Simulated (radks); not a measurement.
Sm I, configuration [Xe] 4f6 6s2.

Calculated with a radial shooting solver on a logarithmic mesh with Libxc functionals: Dirac Kohn-Sham, RPBE, spin-unpolarised, spherical densities, point nucleus; open shells fill j = l - 1/2 first.

Energy parts (hartree):
part                       energy
total                 -10434.9728
kinetic                11316.2451
electron-nucleus      -25570.3977
Hartree                 4055.9747
exchange-correlation    -236.7950

Orbitals (lengths in bohr, moments of r in powers of bohr; r(90%) holds 90 % of the orbital's charge):
orbital  occ.  eigenvalue (hartree)  r(90%)
1s1/2       2             -1713.822  0.0411
2s1/2       2             -279.9053   0.150
2p1/2       2             -265.2647   0.133
2p3/2       4             -243.1116   0.142
3s1/2       2             -61.31294   0.374
3p1/2       2             -55.02189   0.367
3p3/2       4             -50.53561   0.385
3d3/2       4             -39.64589   0.357
3d5/2       6             -38.67162   0.362
4s1/2       2             -12.17741   0.832
4p1/2       2              -9.76646   0.864
4p3/2       4              -8.78319   0.905
4d3/2       4              -4.82073    1.00
4d5/2       6              -4.64514    1.02
5s1/2       2              -1.58508    2.04
5p1/2       2              -0.94250    2.34
5p3/2       4              -0.81352    2.49
6s1/2       2              -0.12941    6.47
4f5/2       6              -0.09355    1.79
4f7/2       0              -0.07387    1.84

The highest occupied level is 4f5/2 at -2.546 eV. For comparison, the ionisation energy in NIST's Atomic Spectra Database is 5.644 eV (measured). In exact Kohn-Sham theory the highest level is minus the ionisation energy, but local and semilocal functionals leave it too shallow, through self-interaction and a potential that decays too fast; potentials with the right tail come closer. The density falls to 0.001 e/bohr^3 at r = 5.30 bohr.

Beside tabulated values, note that spin-unpolarised runs miss the spin-polarisation part of the exchange energy of open shells.
